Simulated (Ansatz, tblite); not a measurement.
Cost and result up the ladder for Sn₂₉BH₄₈, a doped nanocrystal cut from the lattice of tin (B on an inner site) (78 atoms). Charge 0, multiplicity 2. Geometry: r2SCAN-D4/def2-SVP.

```xyz
78

Sn    4.943    3.214    3.993
Sn    2.547   -0.620    4.267
Sn   -0.629    2.357    4.931
Sn   -3.052   -1.521    6.339
Sn    5.400    0.233    0.301
Sn    3.786    2.682   -3.123
Sn   -0.851   -1.413    1.919
Sn    1.632   -1.349   -1.890
Sn    1.320    2.382    0.634
Sn   -2.403    0.524   -1.103
Sn   -3.349   -2.774    0.217
Sn   -4.098    0.460    2.214
Sn    3.577   -0.611   -6.488
Sn   -1.843   -2.929   -4.370
Sn   -0.503    1.192   -5.211
Sn   -6.286   -1.552   -3.208
Sn    4.149    1.166    5.710
Sn    6.482    2.299    1.848
Sn   -1.536    0.728    7.017
Sn    0.588    0.869    2.885
Sn   -4.982   -1.103    4.361
Sn    3.042    0.938   -1.051
Sn    5.046    1.434   -5.284
Sn    0.985   -2.886    0.368
B    -2.712   -0.636    0.810
Sn   -0.803   -0.647   -3.113
Sn   -1.124    2.981   -0.608
Sn   -6.041   -2.527   -0.599
Sn    1.046    0.216   -7.321
Sn   -4.539   -2.679   -5.076
H     5.845    4.396    4.859
H     3.522    3.980    3.406
H     3.510   -1.550    3.191
H     1.718   -1.718    5.303
H     0.649    3.351    5.541
H    -1.831    3.414    4.313
H    -1.954   -2.759    5.871
H    -3.801   -2.048    7.799
H     5.139   -1.157    1.279
H     6.580   -0.203   -0.879
H     4.868    3.839   -2.441
H     2.401    3.552   -3.657
H    -1.256   -2.325    3.335
H     2.649   -2.261   -2.948
H     2.090    3.820    1.205
H    -3.911    0.913   -1.859
H    -2.411   -3.365   -1.106
H    -3.236   -3.967    1.459
H    -3.312    1.829    2.913
H    -5.488    1.086    1.406
H     3.417   -1.912   -5.376
H     4.473   -1.202   -7.834
H    -1.621   -4.347   -3.422
H    -0.971   -3.173   -5.841
H     0.188    2.659   -4.639
H    -2.076    1.579   -5.801
H    -6.118    0.155   -3.178
H    -7.902   -1.895   -3.703
H     5.509    0.336    6.359
H     3.232    1.787    7.025
H     7.997    1.771    2.476
H     6.814    3.631    0.808
H    -0.115    0.219    7.849
H    -2.416    1.723    8.112
H    -6.346   -0.392    5.135
H    -5.491   -2.654    3.806
H     6.551    0.810   -4.728
H     5.408    2.633   -6.466
H     2.393   -3.235    1.295
H     0.314   -4.396   -0.116
H    -2.037    3.990    0.448
H    -0.842    3.871   -2.054
H    -6.849   -1.520    0.534
H    -6.735   -4.098   -0.474
H     1.232    1.432   -8.526
H     0.233   -1.107   -8.060
H    -4.635   -1.698   -6.487
H    -5.171   -4.223   -5.502
```

Ansatz on 11 threads of AMD EPYC 7R13 on a shared host and a whole NVIDIA H100 80GB HBM3; xTB runs through tblite on one thread. Times are rough, summed over both states, and most runs start from the orbitals of an earlier one. PBE0-D4/def2-SVP serves as the yardstick here, not as an exact answer. The other state is a singlet, and no other spin of it was run.

In the def2 sets Sn takes a core potential; there is no spin–orbit coupling. The xTB rows come from tblite. Single mean-field runs in def2-SVP are fitted with def2-universal-jkfit.

Raw xTB energies of ions are shifted by several eV, and xTB has no spin-polarisation term.

| level | functions | wall time |
| --- | --- | --- |
| GFN1-xTB | 361 | 2.2 s |
| GFN2-xTB | 313 | 5.9 s |
| PBE-D4/def2-SVP | 1008 | 17 s |
| PBE0-D4/def2-SVP | 1008 | 36 s |
| BHLYP-D4/def2-SVP (with forces) | 1008 | 49 s |

(1) Estimate what each level gives for the vertical IE (eV).

Results:

(1) 
```
                          level  vertical IE (eV)  difference from PBE0-D4/def2-SVP (eV)
                       GFN1-xTB             11.14                                   4.19
                       GFN2-xTB             11.62                                   4.66
                PBE-D4/def2-SVP              6.58                                  -0.38
               PBE0-D4/def2-SVP              6.96                                   0.00
BHLYP-D4/def2-SVP (with forces)              7.13                                   0.17
```
